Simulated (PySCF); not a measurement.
PySCF 2.14 calculation with GIAO PBE0/pcSseg-1 shieldings and geometry from GFN2-xTB; no solvent model, relativity neglected, rapidly exchanging positions averaged, a single conformation.

Referencing at the same level of theory: ¹H (σ = 31.72 ppm) and ¹³C (σ = 186.93 ppm) vs TMS. Shifts are as computed. Against solution values, carbons near 30 ppm lie about +3 ppm off and those near 130 ppm about +5 ppm; carbons on Cl a further +6 ppm. Of 1309 compounds with measured shifts, 239 miss one by over three times the rms of a fit or turn the order of signals round; such compounds aren't used in these exercises. Carbons bonded to Cl come out too deshielded.

**Question.** Order these molecules by the shift of their most shielded carbon, lowest δ first.
A. CO/C=C/[C@@H]1C[SiH2]1
B. C[SiH2]O[C@]12C[C@H]1C2
C. CCO[Si](F)(F)F
D. [SiH3]O/C=C\C1CC1

**Answer.** B (-2.2 ppm, methyl carbon bonded to Si), A (3.8 ppm, three-membered-ring carbon), D (8.9 ppm, three-membered-ring carbon), C (19.7 ppm, methyl carbon).

**Question.** Order these molecules by the shift of their most shielded carbon-bound hydrogen, lowest δ first.
A. CC#C[Si@@]1(C#N)C[SiH2][SiH2]1
B. ClC[SiH2]c1ncccn1
C. C[SiH2]O[C@]12C[C@H]1C2
D. CO/C=C/[C@@H]1C[SiH2]1

**Answer.** C (0.26 ppm, hydrogen on a methyl carbon bonded to Si), D (0.65 ppm, hydrogen on a three-membered-ring carbon), A (1.14 ppm, hydrogen on an sp3 CH2 bonded to 2 Si), B (3.56 ppm, hydrogen on an sp3 CH2 bonded to Cl and Si).

**Question.** How many ¹³C and ¹H signals does each give (equivalence by symmetry and fast rotation, but not about amide C–N or C=N bonds)? `C/C=N\[SiH](C)C`, `CC#C[Si@@]1(C#N)C[SiH2][SiH2]1`, `[SiH3]O/C=C\C1CC1`, `ClC[SiH2]c1ncccn1`, `CCO[Si](F)(F)F`, `CO/C=C/[C@@H]1C[SiH2]1`, `C[SiH2]O[C@]12C[C@H]1C2`

**Answer.** C/C=N\[SiH](C)C: 3 C, 4 H; CC#C[Si@@]1(C#N)C[SiH2][SiH2]1: 5 C, 7 H; [SiH3]O/C=C\C1CC1: 4 C, 6 H; ClC[SiH2]c1ncccn1: 4 C, 4 H; CCO[Si](F)(F)F: 2 C, 2 H; CO/C=C/[C@@H]1C[SiH2]1: 5 C, 8 H; C[SiH2]O[C@]12C[C@H]1C2: 4 C, 5 H.
